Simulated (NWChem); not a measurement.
Molecule: C$_{3}$H$_{4}$F$_{2}$O; SMILES O(C)/C(F)=C/F

```xyz
10

C      0.0004     2.2883     0.0000
O      0.7338     1.0824     0.0000
C      0.0656    -0.0704     0.0000
F     -1.2558     0.0363     0.0000
C      0.6696    -1.2622     0.0000
F     -0.0420    -2.3907     0.0000
H      0.7459     3.0922     0.0000
H     -0.6331     2.3817    -0.8965
H     -0.6331     2.3817     0.8965
H      1.7536    -1.3703     0.0000
```
Atoms are numbered in this order, from 1.

This is a stationary point of PBE0/def2-SVP (NWChem), point group Cs. 

### Question
Is it a minimum? If not, what does it relax to?

### Answer
No. It has an imaginary frequency of 109i cm⁻¹. Following that mode (on a finer grid) lowers the energy by 2.0 kcal/mol and ends, with real frequencies alone, at point group C1:
```xyz
10

C      0.0605     2.2295    -0.1947
O      0.6274     1.1125     0.4717
C      0.0011    -0.0455     0.2979
F     -1.2808    -0.0509     0.6521
C      0.6097    -1.1428    -0.1546
F     -0.0139    -2.3161    -0.2118
H      0.6886     3.0941     0.0509
H      0.0607     2.0733    -1.2868
H     -0.9686     2.4175     0.1474
H      1.6543    -1.1378    -0.4661
```
